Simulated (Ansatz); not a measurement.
Basis sets compared for Mg₄Zn₂⁺. Total charge 1; doublet. Geometry r2SCAN/def2-SVP. Ansatz on 4 threads of Intel Xeon 6975P-C on a shared host; times are rough, and most runs start from earlier orbitals.

```csv
atom,x (Å),y (Å),z (Å)
Mg1,-0.769,2.214,-3.937
Mg2,0.085,-1.471,3.053
Mg3,1.817,-1.033,0.347
Mg4,-0.278,0.757,-1.332
Zn5,0.068,0.802,1.420
Zn6,-0.924,-1.269,0.449
```

The structure comes from a short search, and lower isomers may exist.

| level | functions | energy (Eh) | HOMO (eV) | LUMO (eV) | wall time |
| --- | --- | --- | --- | --- | --- |
| PBE/def2-SVP | 134 | -4357.1117 | -7.17 | -6.52 | 3.4 s |
| PBE0/def2-SVP | 134 | -4357.2231 | -7.61 | -5.88 | 5.5 s |

Estimate the rows for PBE/def2-TZVP (with forces), PBE0/def2-TZVP.


```tsv
level	functions	energy (Eh)	HOMO (eV)	LUMO (eV)	wall time
PBE/def2-TZVP (with forces)	224	-4357.9183	-7.21	-6.55	5.5 s
PBE0/def2-TZVP	224	-4358.0119	-7.66	-5.91	9.5 s
```
